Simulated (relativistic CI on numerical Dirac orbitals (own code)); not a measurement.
A reference radial Dirac CI calculation of Tc¹⁶⁺ gave the lowest total energy -4177.60716 Ha in 53 SCF steps, from this input:

```
atom Tc  Z=43  charge=16  electrons=27
nucleus A=97  rms_radius_fm=4.4112
hamiltonian dirac-coulomb  breit=on  qed=on  c_scale=1
orbitals kli  potential=per-configuration
slater_scale 1
correlation none
mixing on
grid step=0.0125 r_max=8.8
scf mixing=0.4 start=green max_iterations=150 tolerance=2e-08 node_fill=0.05
configurations
  [Ar] 3d9
  [Ne] 3s2 3p5 3d10
  [Ne] 3s 3p6 3d10
  [Ar] 3d8 4s
  [Ar] 3d8 4p
end
```

One setting was then changed, and the output read:

```
SCF 1: [Ar] 3d9
 iter      energy (Ha)   residual   last orbital (Ha)
    1     -4111.173942   4.65e+00    -46.92503
    2     -4163.898912   2.41e+00    -34.76893
    3     -4181.542829   2.22e-01    -24.13721
    4     -4181.833136   1.56e-01    -25.01899
    5     -4181.893847   7.46e-03    -24.37350
    6     -4181.893959   2.27e-03    -24.35195
    7     -4181.893917   2.60e-05    -24.34127
    8     -4181.893917   3.13e-06    -24.34136
    9     -4181.893918   1.90e-06    -24.34138
   10     -4181.893918   2.19e-08    -24.34137
   11     -4181.893918   3.97e-10    -24.34137
SCF 2: [Ne] 3s2 3p5 3d10
 iter      energy (Ha)   residual   last orbital (Ha)
    1     -4102.600586   4.69e+00    -46.92503
    2     -4156.927753   2.41e+00    -34.65568
    3     -4174.889776   2.31e-01    -24.00998
    4     -4175.218154   1.57e-01    -24.91002
    5     -4175.280220   7.28e-03    -24.24814
    6     -4175.280342   2.68e-03    -24.22955
    7     -4175.280285   2.72e-05    -24.21722
    8     -4175.280285   2.76e-06    -24.21733
    9     -4175.280285   2.21e-06    -24.21733
   10     -4175.280285   1.94e-08    -24.21732
SCF 3: [Ne] 3s 3p6 3d10
 iter      energy (Ha)   residual   last orbital (Ha)
    1     -4097.481825   4.70e+00    -46.92503
    2     -4152.680675   2.42e+00    -34.64024
    3     -4170.776635   2.35e-01    -24.02859
    4     -4171.104323   1.75e-01    -24.97750
    5     -4171.184826   9.11e-03    -24.27879
    6     -4171.184860   1.65e-03    -24.24826
    7     -4171.184826   8.15e-05    -24.23989
    8     -4171.184830   6.59e-06    -24.24024
    9     -4171.184830   2.09e-06    -24.24027
   10     -4171.184830   3.22e-08    -24.24026
   11     -4171.184830   6.10e-10    -24.24026
SCF 4: [Ar] 3d8 4s
 iter      energy (Ha)   residual   last orbital (Ha)
    1     -4108.358799   4.56e+00    -22.23342
    2     -4155.819486   2.37e+00    -18.40388
    3     -4172.114543   1.99e-01    -14.96879
    4     -4172.305430   1.54e-01    -15.01177
    5     -4172.365922   6.95e-03    -14.76976
    6     -4172.366040   3.78e-04    -14.76398
    7     -4172.366063   2.24e-04    -14.76211
    8     -4172.366069   8.11e-06    -14.76229
    9     -4172.366069   2.81e-06    -14.76228
   10     -4172.366069   1.47e-08    -14.76228
SCF 5: [Ar] 3d8 4p
 iter      energy (Ha)   residual   last orbital (Ha)
    1     -4106.641820   4.57e+00    -20.88194
    2     -4154.457356   2.37e+00    -16.95828
    3     -4170.784433   1.98e-01    -13.56734
    4     -4170.981002   1.51e-01    -13.60962
    5     -4171.037416   6.48e-03    -13.37442
    6     -4171.037466   4.29e-04    -13.36961
    7     -4171.037490   2.12e-04    -13.36766
    8     -4171.037498   1.06e-05    -13.36781
    9     -4171.037498   3.13e-06    -13.36780
   10     -4171.037498   2.40e-08    -13.36780
   11     -4171.037498   3.58e-09    -13.36780
orbital energies (Ha): 2s -125.2969  2p1/2 -116.8164  2p3/2 -112.4686  3s -34.2142  3p1/2 -30.9550  3p3/2 -30.1889  3d3/2 -24.4935  3d5/2 -24.3414
configuration averages (Ha): Dirac-Coulomb, Breit, QED
  3s2 3p6 3d9                  -4181.893918    2.590262    1.752995
  3s2 3p5 3d10                 -4175.280285    2.572838    1.752185
  3s 3p6 3d10                  -4171.184830    2.578020    1.735800
  3s2 3p6 3d8 4s               -4172.366069    2.588985    1.758531
  3s2 3p6 3d8 4p               -4171.037498    2.590003    1.754092
levels: no., configuration, term, J, E (cm-1), weight
   1 3s2 3p6 3d9            2D   5/2              0.0  1.00
   2 3s2 3p6 3d9            2D   3/2          30926.6  1.00
   3 3s2 3p5 3d10           2P*  3/2        1402914.5  1.00
   4 3s2 3p5 3d10           2P*  1/2        1569040.3  1.00
   5 3s2 3p6 3d8 4s         4F   9/2        2037570.9  0.99
   6 3s2 3p6 3d8 4s         4F   7/2        2048541.4  0.60
   7 3s2 3p6 3d8 4s         4F   5/2        2068269.8  0.90
   8 3s2 3p6 3d8 4s         2F   7/2        2072712.8  0.60
   9 3s2 3p6 3d8 4s         4F   3/2        2074125.1  0.78
  10 3s2 3p6 3d8 4s         2F   5/2        2084991.1  0.61
  11 3s2 3p6 3d8 4s         4P   5/2        2107904.7  0.58
  12 3s2 3p6 3d8 4s         2D   3/2        2111998.4  0.35
  13 3s2 3p6 3d8 4s         4P   1/2        2128496.1  0.97
  14 3s2 3p6 3d8 4s         4P   3/2        2131322.2  0.77
lowest total energy -4177.607353 Ha
end: converged
```

**Question.** Which setting was changed?
A. Slater scale
B. SCF mixing
C. speed of light
D. configuration list

**Answer.** A. The Slater scale 1.2.
